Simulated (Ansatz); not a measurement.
Compare A (`NB1CNC1`) with its isomer B (`BCC(=N)N`).

Computed with Ansatz on PBE0-D4/def2-TZVP structures; ΔE is electronic, products minus reactants. CCSD(T)/CBS is the MP2 limit (def2-TZVPP, def2-QZVPP) plus CCSD(T) − MP2 in def2-TZVPP, frozen cores. Functionals use def2-TZVPP. B3LYP here is the variant with VWN-RPA as its local correlation; programs differ in this. Each species was taken in one conformer, which may not be the lowest.

A:

Z-matrix (Å, degrees):
```
C
B 1 1.586
N 1 1.482 2 86.2
H 1 1.095 2 121.1 3 -115.9
H 1 1.101 2 112.3 3 114.6
N 2 1.384 1 135.9 3 163.9
C 2 1.586 1 88.2 3 -13.2
H 3 1.012 1 115.0 2 135.5
H 6 1.006 2 123.1 1 1.7
H 6 1.006 2 123.1 1 -177.5
H 7 1.101 2 112.3 1 -101.4
H 7 1.095 2 121.1 1 129.1
```

B:

```xyz
12

B    -1.5414    0.9376    0.0224
C    -0.0768    0.8130    0.5142
C     0.8137   -0.2158   -0.1189
N     1.9141    0.1604   -0.6358
N     0.3544   -1.5112   -0.0275
H    -2.1681    1.9269    0.2632
H    -2.0990    0.0334   -0.5362
H    -0.2327    0.5402    1.5777
H     0.4496    1.7682    0.5394
H     2.4250   -0.6229   -1.0420
H     0.8016   -2.1927   -0.6182
H    -0.6405   -1.6371    0.0617
```

(1) Which isomer does CCSD(T)/CBS put lower? Give the gap. (An estimate is asked.)

(2) Give E(B) − E(A) in kJ/mol with r2SCAN-D4, ωB97M-V, HF/def2-TZVPP, PBE0-D4, B3LYP, CCSD(T)/def2-TZVPP, B3LYP-D4. (An estimate is asked.)

Largest T1 diagnostic: 0.013.

Answers

(1) Ansatz gave: A, by 94.0 kJ/mol.

(2) Ansatz gave: r2SCAN-D4 87.2, ωB97M-V 97.1, HF/def2-TZVPP 69.4, PBE0-D4 102.3, B3LYP 84.6, CCSD(T)/def2-TZVPP 91.7, B3LYP-D4 83.8. None reverses the order clearly.

In def2-TZVPP, CCSD(T) changes the Hartree–Fock value by +22.3 kJ/mol (the triples alone add −1.4 kJ/mol) and MP2 by +26.8 kJ/mol. From PBE to PBE0 (25 % exact exchange), in def2-TZVPP and without D4, E(B) − E(A) moves by +6.4 kJ/mol.
